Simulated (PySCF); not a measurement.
Write a Z-matrix for `COC(=O)[SiH3]` as optimised with PBE0-D3(BJ)/def2-SVP.

Z-matrix in Å and degrees, rows numbered from 1:
```
C 
O   1  1.4219
C   2  1.3399  1  116.01
O   3  1.2035  2  123.35  1     0.37
Si  3  1.9280  2  112.57  1  -177.58
H   1  1.0958  2  106.29  3   179.61
H   1  1.1000  2  110.79  3    59.68
H   1  1.0999  2  110.76  3   -60.51
H   5  1.4887  3  107.70  2  -147.74
H   5  1.4922  3  107.18  2    94.07
H   5  1.4903  3  111.32  2   -26.03
```

The C–O distances run from 1.203 Å (C3=O4, drawn double) to 1.422 Å (C1–O2, drawn single), a spread of 0.219 Å. O2 (oxygen singly bound to a carbonyl carbon) is bent (angle 116.0°). The 5 heavy atoms lie in one plane (0.014 Å rms). Si5 (SiH3 silicon) is tetrahedral (angles from 107.2° to 111.3°).

Theory: PBE0-D3(BJ)/def2-SVP geometry optimisation, gas phase (PySCF).

PBE0-D3(BJ)/def2-SVP frequencies: not computed here. The numbers are those of one conformer (C1–O2–C3–O4 0°).
